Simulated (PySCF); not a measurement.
## Polarisability and C₆ of Cr (chromium, neutral)

[Ar] 3d5 4s1, high-spin 7S determinant. Calculation: PySCF 2.14, in aug-cc-pwCVTZ (10s9p7d4f3g, 127 functions); the non-relativistic Hamiltonian (point nucleus). Coupled (time-dependent) response in atomic units; α is the mean over directions.

| method | mean α (bohr³) | C₆ (like pair) | S(−4) |
| --- | --- | --- | --- |
| PBE0 | 76.71 | 637.4 | 4600 |

S(−4) is the Cauchy moment in α(ω) = α(0) + S(−4) ω² + …

Reference α: 83 ± 12 bohr³ (recommended; Schwerdtfeger and Nagle, table of static dipole polarizabilities (2023 update)). Published C₆: 602.0 (Chu and Dalgarno (2004); Tang, Norbeck and Certain (1976)).

α(iu) at PBE0:

```csv
u (hartree),α(iu) (bohr³)
0,76.71
0.0500,66.85
0.100,49.05
0.200,25.87
0.300,16.12
0.500,8.814
0.750,5.470
1.00,3.863
1.50,2.317
2.00,1.581
3.00,0.8878
5.00,0.4025
```

A single London oscillator, α(iu) = α/(1 + u²/ω²), gives C₆ = (3/4) ω α². Matching the computed C₆ needs ω = 4 × 637.4 / (3 × 76.71²) = 0.144 hartree.
